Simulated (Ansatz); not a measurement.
The inner images of a band of FH3O3Zr + H (9 atoms, charge 0, multiplicity 2) are given out of order.

Theory: UKS B3LYP-D4/def2-SVP in Ansatz 0.2.0.

Image 0:

```xyz
9
Properties=species:S:1:pos:R:3
Zr -0.106 -0.152 0.015
F 0.060 0.161 1.912
O 1.663 -0.293 -0.738
H 2.502 -0.390 -1.190
O -1.057 1.332 -0.768
H -1.536 2.019 -1.233
O -1.084 -1.793 -0.248
H -1.564 -2.598 -0.446
H 0.030 0.065 4.674
```

Image 6:

```xyz
9
Properties=species:S:1:pos:R:3
Zr -0.141 -0.724 0.278
F -0.487 -0.490 2.207
O 1.221 -0.239 -1.019
H 2.038 -0.034 -1.475
O -0.232 1.600 0.798
H -0.666 2.286 0.273
O -0.905 -2.426 -0.201
H -1.293 -3.222 -0.568
H -0.627 1.601 1.686
```

Question: Put them in order from the first end to the last, with their energies above the first end.
A.
```xyz
9
Properties=species:S:1:pos:R:3
Zr 0.106 -0.152 0.012
F -1.031 0.123 2.296
O 1.710 -0.265 -1.050
H 2.466 -0.435 -1.614
O -0.754 1.575 -0.212
H -1.206 2.337 -0.576
O -0.721 -1.903 0.213
H -1.305 -2.654 0.095
H -0.358 -0.275 2.812
```
B.
```xyz
9
Properties=species:S:1:pos:R:3
Zr -0.026 -0.098 0.091
F -0.505 0.528 1.883
O 1.714 -0.294 -0.764
H 2.449 -0.510 -1.345
O -0.859 1.415 -0.747
H -1.304 2.254 -0.868
O -0.810 -1.858 0.143
H -1.337 -2.652 0.245
H -0.414 -0.434 3.340
```
C.
```xyz
9
Properties=species:S:1:pos:R:3
Zr 0.018 -0.053 0.091
F 0.336 0.521 1.906
O 1.711 -0.384 -0.772
H 2.468 -0.560 -1.332
O -0.925 1.375 -0.799
H -1.343 2.152 -1.170
O -1.032 -1.671 0.148
H -1.575 -2.456 0.071
H -0.750 -0.572 3.835
```
D.
```xyz
9
Properties=species:S:1:pos:R:3
Zr -0.079 -0.003 0.014
F 0.143 0.612 1.830
O 1.663 -0.377 -0.723
H 2.496 -0.578 -1.150
O -0.955 1.386 -0.997
H -1.384 2.023 -1.569
O -1.158 -1.601 0.036
H -1.682 -2.397 -0.056
H -0.137 -0.714 4.593
```
E.
```xyz
9
Properties=species:S:1:pos:R:3
Zr 0.157 -0.364 0.032
F -0.789 -0.267 2.300
O 1.723 -0.224 -1.086
H 2.494 -0.374 -1.635
O -0.634 1.434 0.523
H -0.896 2.252 0.084
O -0.781 -2.044 -0.106
H -1.468 -2.708 -0.175
H -0.899 0.646 2.041
```

Answer: D (0.0 kJ/mol), C (+0.9 kJ/mol), B (+58.4 kJ/mol), A (+65.9 kJ/mol), E (+32.3 kJ/mol).

Run time: 7.2 min on 4 threads of Arm Neoverse V2, with other jobs on the host, peak memory 0.36 GiB.
